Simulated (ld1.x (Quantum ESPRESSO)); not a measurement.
## Which setting gave this result? (cobalt, RRKJ)

Base potential:

ld1.x (Quantum ESPRESSO) 7.5 input, shortened:

```
&input
   title='Co', zed=27., rel=1, dft='PZ', iswitch=3,
   config='[Ar] 3d7 4s0 4p0'
 /
 &inputp
   pseudotype=2, tm=.false., lloc=0,
   nlcc=.false.
 /
3
3P  2  1   6.00   0.00  0.85  0.85  0.0
3D  3  2   7.00   0.00  0.90  0.90  0.0
4S  1  0   0.00   0.00  1.65  1.65  0.0
 &test
   configts(1)='3p6 3d7 4s0 4p0'
 /
```

Cutoffs, loose and tight: the cutoffs (Ry, on a coarse ladder) from which the occupation-weighted sum of valence levels, in a spherical-Bessel basis at the reference potential, stays within 10 and 1 mRy of its value at 400 Ry. They do not see the model core or the augmentation charge, which bear on the density cutoff. Test errors are all-electron minus pseudo excitation energies from the reference, over the configurations 3p6 3d7 4s2 4p0; 3p6 3d7 4s1 4p0; 3p6 3d6 4s0 4p0; 3p6 3d8 4s0 4p0; 3p6 3d7 4s1.5 4p0; 3p6 3d7.5 4s1.5 4p0; 3p6 3d7 4s1 4p1 (two spin-polarised tests are not counted in the largest error); variants that change the core or the reference have their own tests.

Only the scale of all radii (base = 1) is moved:

| scale of all radii (base = 1) | cutoff, loose | cutoff, tight | bound ghosts | largest test error (meV) |
| --- | --- | --- | --- | --- |
| 0.78 | 300 Ry | over 300 Ry | s (extra level of the local part) | -416 |
| 0.89 | 260 Ry | over 300 Ry | none | -549 |
| 0.99 | 200 Ry | 300 Ry | none | -627 |
| 1.18 | 160 Ry | 230 Ry | none | -668 |
| 1.25 | 140 Ry | 200 Ry | none | -669 |
| 1.34 | 120 Ry | 180 Ry | none | -666 |

One more run gave cutoff, loose: 180 Ry; cutoff, tight: 260 Ry; bound ghosts: none; largest test error (meV): -649. Which value of the scale of all radii (base = 1) was used?

1.06. The loose cutoff moves one way along this sweep, from 300 Ry at 0.78 to 120 Ry at 1.34, which places the run between 0.99 and 1.18.
